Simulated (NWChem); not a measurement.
# C$_{5}$H$_{5}$F; SMILES C(=C)(F)CC#C

```xyz
11

C      0.2836    -2.6146     0.4830
C     -0.0020    -1.5896    -0.0927
C     -0.3521    -0.3550    -0.7891
C     -0.1120     0.8818     0.0242
C     -1.0072     1.8027     0.3655
F      1.1652     1.0075     0.3885
H      0.5386    -3.5223     0.9980
H      0.2468    -0.2846    -1.7155
H     -1.4089    -0.3822    -1.0957
H     -0.7075     2.6764     0.9465
H     -2.0506     1.6924     0.0715
```
Atoms are numbered in this order, from 1.

All runs: NWChem. Pople sets run with spherical d functions. Geometry: optimised at PBE0/def2-SVP. COSMO at M06-2X/6-31G*, default radii, gas-phase geometry; f = (ε − 1)/ε scales the surface charges.

```
row            f  electrostatic solvation energy (kcal/mol)
--------  ------  -----------------------------------------
ε = 7.6   0.8684                                      -4.32
ε = 11.7  0.9145                                      -4.58
ε = 25.0  0.9600                                   withheld
ε = 37.5  0.9733                                      -4.91
ε = 46.7  0.9786                                      -4.94
```

Fit a straight line of the last column on the one before it, predict the withheld value, and compare with the run.


1. Means of the 4 shown rows: x = 0.93370, y = -4.688. Slope Σ(x − x̄)(y − ȳ)/Σ(x − x̄)² = -0.04621/0.008217 = -5.624; intercept 0.564.
2. The shown rows scatter about the line by 0.000 (root mean square); the largest residual is 0.00, at ε = 11.7.
3. At x = 0.9600 (ε = 25.0; inside the shown range) the line gives -4.84.
4. The run gives -4.84, 0.00 from the line.
